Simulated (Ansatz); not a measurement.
Reaction (formal exchange of groups at a Ge–C bond): `C[CH](Cl)[GeH3]` + `[Cl][InH][Cl]` → `[Cl][In]([Cl])[GeH3]` + `CCCl`

Program: Ansatz. Geometries: PBE0-D4/def2-TZVP. ΔE: electronic, gas phase. CCSD(T)/CBS adds triple-zeta CCSD(T) − MP2 to the extrapolated MP2 energy (def2 sets, frozen cores). def2 core potentials past Kr. For Ge, In outer-core shells are correlated without core-valence functions, which leaves a few kJ/mol of doubt a bond. Scalar relativity is left out up to krypton.

```csv
level,ΔE (kJ/mol)
HF/def2-TZVPP,-95.1
MP2/def2-TZVPP,-86.4
```

Q: What does CCSD(T)/CBS give? (Estimate.)

A: Ansatz gave: -87.9 kJ/mol. The listed levels differ from it by -7.2, 1.5 kJ/mol.

Largest T1 diagnostic among the species: 0.013.

The D4 term adds +6.0 kJ/mol with B3LYP and +3.0 kJ/mol with PBE0; it sums over pairs of atoms, weighted by their polarisabilities, and B3LYP, whose exchange is more repulsive, gets the larger term. In def2-TZVPP, CCSD(T) changes the Hartree–Fock value by +10.5 kJ/mol (the triples alone add +2.1 kJ/mol) and MP2 by +8.7 kJ/mol.

B3LYP here is the variant with VWN-RPA as its local correlation; programs differ in this.
